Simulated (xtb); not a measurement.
Zn(NH2)(SeH) (H3NSeZn), SMILES [NH2][Zn][SeH]. All values are semi-empirical tight-binding results from xtb (GFN2-xTB unless named), good for trends rather than for accurate numbers. The structure is a stationary point at GFN2-xTB. The structure was generated by enumeration; whether it is a known compound was not checked. Other conformers were not sampled.

Optimised geometry:

```xyz
6

Zn    -0.2534    -0.8673     0.0000
N      0.4983    -2.5421     0.0000
H      0.3243    -3.1311    -0.8043
H      0.3243    -3.1311     0.8043
Se     0.1373     1.4164     0.0000
H     -1.2035     1.9198     0.0000
```
Charge 0, spin multiplicity 1.

For metal compounds this method's bond lengths and energies can be far off.

Computed properties:
point group as xtb finds it: Cs
orbital gap: 3.32 eV
zero-point energy: 18.8 kcal/mol
G − E(el) at 298.15 K (modified RRHO): -0.9 kcal/mol

Computed atomic charges and the Wiberg bond orders between heavy atoms:
charges (e) Zn1 0.28, N2 -0.44, H3 0.16, H4 0.16, Se5 -0.34, H6 0.18. Bond orders Zn1–N2 0.95, Zn1–Se5 0.86.
